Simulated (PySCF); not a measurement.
NMR data simulated for an unnamed compound:

¹H NMR (600 MHz, computed): δ 4.92 (m, 1H), 4.69 (m, 1H), 3.55 (s, 3H), 3.31 (m, 1H), 1.42 (d, 3H).

¹³C{¹H} NMR (computed): δ 74.0 (CH), 59.8 (CH3), 15.0 (CH3).

PySCF 2.14 calculation with NMR shieldings at PBE0/pcSseg-1/GIAO and coordinates at the GFN2-xTB level; non-relativistic, equivalent nuclei averaged, isolated molecule, one computed conformer.

Referencing at the same level of theory: ¹H (σref 31.72) and ¹³C (σref 186.93) vs TMS.

**Question.** Which of these does the molecule contain: a ketone, a CH3CH2 unit, an S-methyl group, a methoxy group, a Si–H bond?

**Answer.** 
- A ketone: no.
- A CH3CH2 unit: no.
- An S-methyl group: no.
- A methoxy group: yes (δC 59.8; δH 3.55 (s)).
- A Si–H bond: yes (δH 4.69 (m), 4.92 (m)).

The data belong to `CO[C@@H](C)[SiH2]Cl`, C$_{3}$H$_{9}$ClOSi; they needn't prove each group on their own.

Carbon signals by region: 2 at 50–100 ppm, 1 below 50 ppm.

Shifts are as computed. Against solution values, carbons near 30 ppm lie about +3 ppm off and those near 130 ppm about +5 ppm. Of 1211 compounds with measured shifts, 218 miss one by over three times the rms of a fit or turn the order of signals round; such compounds aren't used in these exercises. Multiplicities follow the n + 1 count of equivalent neighbours, as no J values were calculated; m marks all less simple cases, F and P coupling included.
